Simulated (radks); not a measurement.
Question: Re+, configuration [Xe] 4f14 5d5 6s0.75 7s0.25 (fractional occupations, a model configuration). Method: Dirac Kohn-Sham, HCTH/407, spin-unpolarised, spherical densities, finite nucleus; open shells fill j = l - 1/2 first; Fermi nuclear charge, rms radius 5.3698 fm; computed with a radial shooting solver on a logarithmic mesh with Libxc functionals. Some entries of the table are withheld. Estimate them.

orbital,occ.,eigenvalue (eV),<r^2> (bohr^2),<r> (bohr)
1s1/2,2,-71523.35,0.0004484,0.01805
2s1/2,2,-12410.49,0.006821,0.07560
2p1/2,2,-11882.25,0.004859,(1)
2p3/2,4,-10442.81,0.006055,(2)
3s1/2,2,-2881.505,0.04447,0.1969
3p1/2,2,-2644.531,0.04072,0.1869
3p3/2,4,-2331.663,0.04727,0.2018
3d3/2,4,-1932.022,0.03653,0.1763
3d5/2,6,-1863.962,0.03832,0.1809
4s1/2,2,-608.7115,0.2191,0.4403
4p1/2,2,-509.5673,0.2252,0.4446
4p3/2,4,-436.4268,0.2600,0.4780
4d3/2,4,-273.1505,0.2812,0.4926
4d5/2,6,-259.6005,0.2942,0.5039
5s1/2,2,-94.0659,(3),1.036
5p1/2,2,-64.0063,1.459,1.135
4f5/2,6,-53.5298,(4),0.5732
5p3/2,4,-52.9602,1.734,1.237
4f7/2,8,-50.9889,(5),0.5819
5d3/2,4,-14.4906,3.814,1.791
5d5/2,1,-13.5347,4.122,1.859
6s1/2,0.75,-13.3291,(6),2.883
6p1/2,0,-8.3399,15.57,3.695
6p3/2,0,-7.5388,18.52,4.040
7s1/2,0.25,-4.4153,(7),6.824
6d3/2,0,-3.3695,51.54,6.774
6d5/2,0,-3.3128,53.13,6.879

Answer: 
(1) 2p1/2 <r> (bohr): 0.06246
(2) 2p3/2 <r> (bohr): 0.07053
(3) 5s1/2 <r^2> (bohr^2): 1.205
(4) 4f5/2 <r^2> (bohr^2): 0.4081
(5) 4f7/2 <r^2> (bohr^2): 0.4212
(6) 6s1/2 <r^2> (bohr^2): 9.431
(7) 7s1/2 <r^2> (bohr^2): 52.12
